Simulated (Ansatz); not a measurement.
Mulliken charges of `[SiH3]N[SiH](Cl)Cl` from B3LYP/def2-TZVPP in Ansatz (PBE0-D4/def2-TZVP geometry).

```csv
atom,x (Å),y (Å),z (Å),charge (e)
Si1,-0.464,0.037,1.563,0.330
N2,0.090,0.615,0.023,-0.326
Si3,0.404,-0.295,-1.374,0.578
Cl4,-1.168,-0.309,-2.688,-0.234
Cl5,1.994,0.514,-2.372,-0.230
H6,0.417,0.529,2.653,-0.061
H7,-0.420,-1.444,1.500,-0.058
H8,-1.852,0.483,1.853,-0.063
H9,0.134,1.620,-0.090,0.119
H10,0.691,-1.690,-1.005,-0.055
```

Problem. By hand: the dipole of these point charges (1 e Å = 4.8032 D).

Solution. Σ q r = (-0.041, -0.098, 0.568) e Å, of length 0.578 e Å = 2.78 D.

Problem. How does the dipole of the full density compare? (An estimate is asked.)

Solution. Ansatz gave: (-0.023, 0.122, 0.343) e Å, 1.75 D; the point charges give 1.59 times that, at 29° from its direction.

Point charges leave out the atoms' own dipoles, such as those of lone pairs, and Mulliken's split depends on the basis, so the two needn't agree.

B3LYP here is the variant with VWN-RPA as its local correlation; programs differ in this.
